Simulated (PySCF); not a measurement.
C₄H₇FSi, SMILES C[Si@H]1C=C[C@H]1F.

Geometry optimised at B3LYP-D3(BJ)/def2-SVP. The structure was generated by enumeration; whether it is a known compound was not checked.

All values below come from TDA-PBE/def2-SVPD in PySCF 2.14.0.

Vertical excitations. Isolated molecule, no solvent.

| state | energy (eV) | λ (nm) | f | main pairs |
|---|---|---|---|---|
| S1 | 4.97 | 250 | 0.004 | HOMO→LUMO 92 % |
| S2 | 5.80 | 214 | 0.005 | HOMO−2→LUMO 96 % |
| S3 | 6.22 | 199 | 0.018 | HOMO−1→LUMO 42 %, HOMO−3→LUMO 25 %, HOMO→LUMO+1 14 %, HOMO−4→LUMO 14 % |
| S4 | 6.40 | 194 | 0.027 | HOMO→LUMO+1 71 % |
| S5 | 6.54 | 190 | 0.014 | HOMO→LUMO+2 86 % |
| S6 | 6.70 | 185 | 0.008 | HOMO−4→LUMO 50 %, HOMO−3→LUMO 43 % |
| S7 | 6.87 | 180 | 0.005 | HOMO−1→LUMO+1 90 % |
| S8 | 6.93 | 179 | 0.017 | HOMO→LUMO+3 98 % |
| S9 | 7.10 | 175 | 0.013 | HOMO−2→LUMO+1 56 %, HOMO−1→LUMO+2 24 % |
| S10 | 7.18 | 173 | 0.083 | HOMO−1→LUMO+2 60 %, HOMO−2→LUMO+2 24 % |
| T1 | 4.32 | 287 | 0 | HOMO−1→LUMO 48 %, HOMO→LUMO 47 % |
| T2 | 4.89 | 254 | 0 | HOMO→LUMO 52 %, HOMO−1→LUMO 46 % |
| T3 | 5.27 | 235 | 0 | HOMO−2→LUMO 98 % |
| T4 | 5.96 | 208 | 0 | HOMO→LUMO+1 97 % |
Triplets are in the Tamm–Dancoff approximation.
